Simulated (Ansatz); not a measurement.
Cost and result for the atomization energy of GeH$_{7}$NO$_{3}$Si (`[OH][GeH2][NH][SiH](O)O`) (13 atoms, 12 bonds).

```xyz
13

O     0.654    0.611    2.027
Ge   -1.023    0.425    1.402
N    -0.930   -0.460   -0.191
Si    0.230   -0.074   -1.393
O     0.992   -1.491   -1.732
O     1.179    1.115   -0.799
H     1.018   -0.215    2.354
H    -1.873   -0.410    2.374
H    -1.475    1.876    1.240
H    -1.357   -1.373   -0.217
H    -0.322    0.472   -2.654
H     1.495   -1.526   -2.547
H     1.412    1.050    0.137
```

Total charge 0; spin multiplicity 1. Correlated methods include outer-core shells of Ge, which these sets cover unevenly. Scalar relativity is left out up to krypton. The structure was optimised at the PBE0-D4/def2-TZVP level. It is one conformer, not always the lowest. Program: Ansatz. All runs use 2 threads of an AMD EPYC 7R13 on a shared host and a share of an NVIDIA H100 80 GB. Times are those of one run each, without the atoms' runs, and a repeat can differ threefold. Electronic energies, without spin–orbit coupling; frozen cores. CCSD(T)/CBS adds CCSD(T) − MP2 in def2-TZVPP to the MP2 limit, and its time is that of the two runs behind it. T1 = 0.012. With those shells the extrapolation isn't a true limit. B3LYP takes the VWN-RPA correlation (the form of Gaussian; ORCA's B3LYP/G).

CCSD(T)/CBS is a level of theory with its own doubt, some kJ/mol a heavy atom from the limit and from the frozen cores, so smaller differences don't rank the functionals.

```
                             level  functions  wall time  atomization (kcal/mol)  difference from CCSD(T)/CBS  per bond
                 B2PLYP/def2-TZVPP        312      4.5 s                  1107.0                        -22.9      -1.9
 B3LYP-D4/def2-TZVPP (with forces)        312      7.5 s                  1114.9                        -15.0      -1.3
r2SCAN-D4/def2-TZVPP (with forces)        312      7.5 s                  1119.4                        -10.5      -0.9
  ωB97M-V/def2-TZVPP (with forces)        312        8 s                  1123.0                         -6.9      -0.6
                    MP2/def2-QZVPP        597      9.5 s                  1139.9                         10.0       0.8
                ωB97X-V/def2-TZVPP        312       11 s                  1126.4                         -3.5      -0.3
                CCSD(T)/def2-TZVPP        312       12 s                  1095.1                        -34.8      -2.9
                PBE0-D4/def2-TZVPP        312       12 s                  1104.7                        -25.2      -2.1
   PBE-D4/def2-TZVPP (with forces)        312       15 s                  1130.3                          0.4       0.0
                 CCSD(T)/CBS(def2)          –       21 s                  1129.9                          0.0       0.0
```

From PBE to PBE0 (25 % exact exchange), in def2-TZVPP and without D4, the atomization energy moves by −24.4 kcal/mol: exact exchange takes away binding that semilocal exchange gives to molecules. The D4 term adds +12.3 kcal/mol with B3LYP and +6.5 kcal/mol with PBE0; it sums over pairs of atoms, weighted by their polarisabilities, and B3LYP, whose exchange is more repulsive, gets the larger term. In def2-TZVPP, CCSD(T) changes the Hartree–Fock value by +324.9 kcal/mol (the triples alone add +18.4 kcal/mol) and MP2 by +348.9 kcal/mol; breaking electron pairs costs correlation energy, which Hartree–Fock lacks.
